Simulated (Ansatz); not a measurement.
Computed with Ansatz on PBE0-D4/def2-TZVP structures; ΔE is electronic, products minus reactants. CCSD(T)/CBS is the MP2 limit (def2-TZVPP, def2-QZVPP) plus CCSD(T) − MP2 in def2-TZVPP, frozen cores. This one scheme is used for every species. Functionals use def2-TZVPP. B3LYP here is the variant with VWN-RPA as its local correlation; programs differ in this. HSE06 is defined as in plane-wave codes. For Br, Ga outer-core shells are correlated without core-valence functions, which leaves a few kJ/mol of doubt a bond. Scalar relativity is left out up to krypton. Each species was taken in one conformer, which may not be the lowest.

Consider the ligand exchange at a Ga–S bond: `C[S][Ga]([OH])[F]` + HBr → `[OH][Ga]([F])[Br]` + CH₃SH.

`C[S][Ga]([OH])[F]`:

```xyz
9

C    -0.326   -0.596   -1.544
S     1.136   -1.018   -0.537
Ga    0.720    0.171    1.222
O    -0.730    1.186    1.358
F     1.803    0.186    2.598
H    -1.247   -0.903   -1.053
H    -0.215   -1.150   -2.475
H    -0.362    0.469   -1.764
H    -0.779    1.655    2.195
```

HBr:

Cartesian coordinates in Å:
```
Br -0.239 0.640 -0.194
H 0.239 -0.640 0.194
```

`[OH][Ga]([F])[Br]`:

Cartesian coordinates in Å:
```
O 0.935 -0.825 0.666
Ga -0.424 -0.017 -0.112
F -1.932 -0.873 -0.127
Br -0.324 2.023 -1.073
H 1.745 -0.308 0.646
```

CH₃SH:

Cartesian coordinates in Å:
```
C 0.377 0.027 0.314
S -1.366 -0.069 -0.151
H 0.928 -0.852 -0.017
H 0.399 0.060 1.403
H 0.844 0.933 -0.070
H -1.181 -0.099 -1.479
```

```
             level  ΔE (kcal/mol)  difference from CCSD(T)/CBS
            PBE-D4           -6.6                          0.7
         revPBE-D4           -6.4                          0.9
           BLYP-D4           -6.4                          0.9
         r2SCAN-D4           -7.8                         -0.5
            B97M-V           -7.8                         -0.5
           PBE0-D4           -7.7                         -0.4
        r2SCANh-D4           -8.1                         -0.8
        r2SCAN0-D4           -8.5                         -1.2
          HSE06-D4           -7.8                         -0.5
          BHLYP-D4           -8.8                         -1.5
      CAM-B3LYP-D4           -7.9                         -0.6
           ωB97X-V           -8.4                         -1.1
           ωB97M-V           -8.2                         -0.9
            B2PLYP           -8.6                         -1.3
          PBE-QIDH           -8.9                         -1.6
               PBE           -7.4                         -0.1
            revPBE           -8.0                         -0.7
              BLYP           -8.0                         -0.7
            r2SCAN           -8.0                         -0.7
              PBE0           -8.4                         -1.1
             B3LYP           -8.7                         -1.4
           r2SCANh           -8.3                         -1.0
           r2SCAN0           -8.8                         -1.5
             BHLYP           -9.9                         -2.6
         CAM-B3LYP           -8.6                         -1.3
           LC-ωPBE           -8.4                         -1.1
RPA@PBE/def2-TZVPP           -7.9                         -0.6
       HF/def2-SVP          -11.3                         -4.0
     CCSD/def2-SVP           -8.9                         -1.6
  CCSD(T)/def2-SVP           -8.5                         -1.2
     HF/def2-TZVPP          -12.4                         -5.1
    MP2/def2-TZVPP           -8.2                         -0.9
SCS-MP2/def2-TZVPP           -8.8                         -1.5
   CCSD/def2-TZVPP           -8.8                         -1.5
CCSD(T)/def2-TZVPP           -8.2                         -0.9
     HF/def2-QZVPP          -12.5                         -5.2
    MP2/def2-QZVPP           -7.7                         -0.4
SCS-MP2/def2-QZVPP           -8.4                         -1.1
      HF/CBS(def2)          -12.6                         -5.3
    CCSD/CBS(def2)           -7.9                         -0.6
       CCSD(T)/CBS           -7.3                            0
```

Largest T1 diagnostic among the species: 0.013.

In def2-TZVPP, CCSD(T) changes the Hartree–Fock value by +4.2 kcal/mol (the triples alone add +0.6 kcal/mol) and MP2 by +4.2 kcal/mol. The D4 term adds +1.3 kcal/mol with B3LYP and +0.7 kcal/mol with PBE0; it sums over pairs of atoms, weighted by their polarisabilities, and B3LYP, whose exchange is more repulsive, gets the larger term. From PBE to PBE0 (25 % exact exchange), in def2-TZVPP and without D4, ΔE moves by −1.0 kcal/mol.

CCSD(T)/CBS has its own doubt, a few kJ/mol and more with outer-core shells, so smaller differences from it don't rank the levels.
